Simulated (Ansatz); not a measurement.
Species: sum formula SiNH₂Cl₃, net charge 0, singlet state. 
Geometry from a B3LYP-D3(BJ)/def2-TZVP (Ansatz, a first-principles code) optimisation:
SMILES: N[Si](Cl)(Cl)Cl
```xyz
7

Si     0.2708     0.0417     0.0361
Cl    -0.1595    -1.3078    -1.4515
Cl    -0.5275    -0.7021     1.7626
Cl    -0.6134     1.8065    -0.4882
N      1.9125     0.3281     0.2928
H      2.4852    -0.3360     0.7888
H      2.4424     0.9139    -0.3326
```
Charge 0, spin multiplicity 1.

Parts of the frozen-core correlation energy in cc-pV(T+d)Z (Ansatz, hartree). Frozen orbitals: 21; correlated occupied orbitals by spin: 16 and 16; virtual: 177 and 177. Spin-orbit coupling is left out. Non-relativistic.

| term | value |
|---|---|
| reference (HF) | -1723.35607 |
| MP2 opposite-spin | -0.66446 |
| MP2 same-spin | ? |
| CCSD correlation | ? |
| (T) | ? |
| T1 diagnostic | 0.009 |
| largest doubles amplitude | 0.022 |

**Question.** What belongs in the gaps?

**Answer.** 
- MP2 same-spin, value: -0.22656
- CCSD correlation, value: -0.94455
- (T), value: -0.04054
